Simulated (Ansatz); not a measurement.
Reaction (hydrogenolysis of a Ge–O bond): `C[O][GeH]([SH])[O]C` + H₂ → `C[O][GeH2][SH]` + CH₃OH

Program: Ansatz. Geometries: PBE0-D4/def2-TZVP. ΔE: electronic, gas phase. CCSD(T)/CBS adds triple-zeta CCSD(T) − MP2 to the extrapolated MP2 energy (def2 sets, frozen cores). This one scheme is used for every species. Functionals use def2-TZVPP. B3LYP here is the variant with VWN-RPA as its local correlation; programs differ in this. For Ge outer-core shells are correlated without core-valence functions, which leaves a few kJ/mol of doubt a bond. Scalar relativity is left out up to krypton. One conformer a species, not always the lowest.

(1) Is it downhill or uphill in electronic energy at CCSD(T)/CBS, and by how much? (An estimate is asked.)

(2) What do these levels give: PBE-D4, B3LYP-D4, B3LYP, HF/def2-TZVPP, SCS-MP2/def2-TZVPP, HF/def2-QZVPP? (Estimate.)

Largest T1 diagnostic among the species: 0.012.

Answers

(1) The calculation gave: Uphill: ΔE = +0.26 eV.

(2) Ansatz gave: PBE-D4 0.22, B3LYP-D4 0.25, B3LYP 0.12, HF/def2-TZVPP 0.07, SCS-MP2/def2-TZVPP 0.30, HF/def2-QZVPP 0.06 eV.

From PBE to PBE0 (25 % exact exchange), in def2-TZVPP and without D4, ΔE moves by −0.03 eV. In def2-TZVPP, CCSD(T) changes the Hartree–Fock value by +0.21 eV (the triples alone add +0.06 eV) and MP2 by +0.28 eV.
